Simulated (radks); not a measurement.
Problem. All-electron atom: Sn IV in [Kr] 4d9 5s1 5p1 (not the ground configuration). All-electron calculation, Dirac Kohn-Sham, exchange-only LDA, spin-unpolarised, spherical densities, finite nucleus; open shells fill j = l - 1/2 first; Fermi nuclear charge, rms radius 4.6519 fm. Program: a radial shooting solver on a logarithmic mesh with Libxc functionals. Some entries of the table are withheld. Estimate them.

orbital  occ.  eigenvalue (eV)  r(max) (bohr)
1s1/2       2        -28994.56        0.01879
2s1/2       2              (1)         0.1063
2p1/2       2        -4121.834        0.08181
2p3/2       4        -3891.556        0.08634
3s1/2       2              (2)         0.3081
3p1/2       2        -762.9014         0.2943
3p3/2       4        -720.8520         0.3046
3d3/2       4        -514.5233         0.2490
3d5/2       6        -505.8323         0.2520
4s1/2       2        -168.7376         0.7441
4p1/2       2              (3)         0.7690
4p3/2       4              (4)         0.7936
4d3/2       4         -60.4293         0.8720
4d5/2       5         -59.3082         0.8813
5s1/2       1         -37.8364          1.853
5p1/2       1         -28.8101          2.092
5p3/2       0         -27.8332          2.159
6s1/2       0         -15.0454          4.159
4f5/2       0              (5)          3.103
4f7/2       0              (6)          3.107

Solution. 
(1) 2s1/2 eigenvalue (eV): -4407.614
(2) 3s1/2 eigenvalue (eV): -879.1766
(3) 4p1/2 eigenvalue (eV): -129.7849
(4) 4p3/2 eigenvalue (eV): -122.0023
(5) 4f5/2 eigenvalue (eV): -10.5412
(6) 4f7/2 eigenvalue (eV): -10.5344
